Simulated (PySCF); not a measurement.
One molecule, many functionals

Species: CH8GeN2.
Numbering: `[NH2:1][CH2:2][GeH2:3][NH2:4]` (hydrogens: H5, H6 on N1; H7, H8 on C2; H9, H10 on Ge3; H11, H12 on N4)

Linear-response calculations in the def2-SVPD basis (PySCF; singlets by full response, triplets Tamm–Dancoff, core orbitals frozen in the response; HF means time-dependent Hartree–Fock). 'Strongest' is the level of largest summed f among the singlets computed (10 roots, of which the last may lack a degenerate partner); it can jump between rows when another state enters that window. S1 is the lowest singlet of each run and needn't be the same state throughout; f(S1) is that of one state. Geometry: PBE0-D3(BJ)/def2-SVP, one conformer, isolated molecule. The LDA/def2-SVPD calculation is non-relativistic and has no spin–orbit coupling, an omission that weighs most on germanium.

| functional | kind | S1 (eV) | f(S1) | strongest (eV) | T1 (eV) | HOMO (eV) | gap (eV) | ionisation energy, ΔSCF (eV) |
| --- | --- | --- | --- | --- | --- | --- | --- | --- |
| LDA | LDA | 4.93 | 0.008 | 5.80 | 4.78 | -5.44 | 4.86 | 8.49 |
| PBE | GGA | 4.98 | 0.007 | 5.82 | 4.82 | -5.35 | 4.91 | 9.00 |
| B3LYP | global hybrid, 20% exact exchange | 5.64 | 0.003 | 6.54 | 5.42 | -6.54 | 6.59 | 8.77 |
| PBE0 | global hybrid, 25% exact exchange | 5.87 | 0.003 | 6.83 | 5.61 | -6.75 | 7.09 | 8.78 |
| BHandHLYP | global hybrid, 50% exact exchange | 6.42 | 0.001 | 7.58 | 6.09 | -8.10 | 9.03 | 9.06 |
| CAM-B3LYP | range-separated hybrid | 6.10 | 0.001 | 7.27 | 5.80 | -8.18 | 9.25 | 9.06 |
| LC-wPBE | range-separated hybrid | 6.69 | 0.002 | 8.10 | 6.31 | -9.51 | 11.68 | 9.25 |
| HF | Hartree–Fock | 7.40 | 0.005 | 8.91 | 6.86 | -10.18 | 12.63 | not settled |

Problem. What does wB97X-D (range-separated hybrid) give?

Solution. S1 (eV) 6.29, f(S1) 0.002, strongest (eV) 7.51, T1 (eV) 6.08, HOMO (eV) -8.66, gap (eV) 10.67, ionisation energy, ΔSCF (eV) 8.99. S1 runs from 4.93 eV (LDA) to 7.40 eV (HF), a spread of 2.47 eV, while the orbital gap spreads over 7.8 eV. Along PBE (0%), B3LYP (20%), PBE0 (25%), BHandHLYP (50%), HF (100%) S1 rises with the share of exact exchange. −ε(HOMO) comes closest to its own ΔSCF ionisation energy with LC-wPBE (+0.26 eV) and misses most with PBE (-3.65 eV). 'Not settled' means that the ion's SCF failed to converge or may have ended in another state than the lowest.

Without π bonds the low states are Rydberg-like; a valence basis with one diffuse set may place them up to an eV too high.
